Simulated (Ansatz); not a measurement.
CH$_{5}$BFGaO (`CO[B](F)[GaH2]`) at its PBE0-D4/def2-TZVP geometry, where that method's forces vanish. Charge 0, multiplicity 1.

```tsv
atom	x (Å)	y (Å)	z (Å)
C1	1.133	1.486	0.552
O2	0.708	0.234	0.029
B3	-0.578	-0.160	-0.006
F4	-1.530	0.655	0.474
Ga5	-1.049	-2.045	-0.817
H6	1.845	1.299	1.357
H7	1.635	2.040	-0.243
H8	0.296	2.072	0.933
H9	-1.362	-2.235	-2.348
H10	-1.098	-3.346	0.069
```

**Question.** For each bond, give half the difference of the two atoms' forces along it (eV/Å; positive pushes the atoms apart) under PBE-D4, r2SCAN-D4, B3LYP-D4, ωB97M-V in def2-TZVPP. (An estimate is asked.)

**Answer.** Computed: 
```csv
bond,length (Å),PBE-D4,r2SCAN-D4,B3LYP-D4,ωB97M-V
C1–O2,1.422,0.27,0.30,0.33,0.23
C1–H6,1.091,0.07,-0.07,-0.10,-0.10
C1–H7,1.091,0.07,-0.07,-0.11,-0.11
C1–H8,1.091,0.07,-0.08,-0.09,-0.10
O2–B3,1.345,0.22,0.08,-0.05,0.06
B3–F4,1.342,0.42,0.15,0.18,0.22
B3–Ga5,2.105,-0.26,-0.13,-0.05,-0.11
Ga5–H9,1.575,0.07,-0.06,-0.02,-0.09
Ga5–H10,1.575,0.07,-0.06,-0.02,-0.09
```

B3LYP here is the variant with VWN-RPA as its local correlation; programs differ in this.
